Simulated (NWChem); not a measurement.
Species: Si$_{2}$H$_{4}$, singlet; SMILES [SiH][SiH3]

Results from NWChem. Pople sets run with spherical d functions. Low-valent species are run as closed-shell singlets; no triplet was tried in these runs. Each level has its own optimisation; frequencies are unscaled. Brackets give each atom's bonded neighbours.

```
level                r H–Si [H(Si)–Si(HSi)] (Å)  r Si–Si (Å)  highest harmonic frequency (cm⁻¹)  lowest (cm⁻¹)  zero-point energy (kcal/mol)  dipole (D)
-------------------  --------------------------  -----------  ---------------------------------  -------------  ----------------------------  ----------
Hartree-Fock/6-31G*                       1.509        2.400                               2358            122                          20.7        0.38
B3LYP/3-21G                               1.555        2.472                               2195             84                          18.6        0.42
Hartree-Fock/STO-3G                       1.459        2.292                               2891            143                          25.6        0.89
PBE0/def2-SVP                        (withheld)        2.394                         (withheld)     (withheld)                          19.0  (withheld)
```

Q: Complete the blanks.

A: 
- PBE0/def2-SVP, r H–Si [H(Si)–Si(HSi)] (Å): 1.535
- PBE0/def2-SVP, highest harmonic frequency (cm⁻¹): 2224
- PBE0/def2-SVP, lowest (cm⁻¹): 36
- PBE0/def2-SVP, dipole (D): 0.26
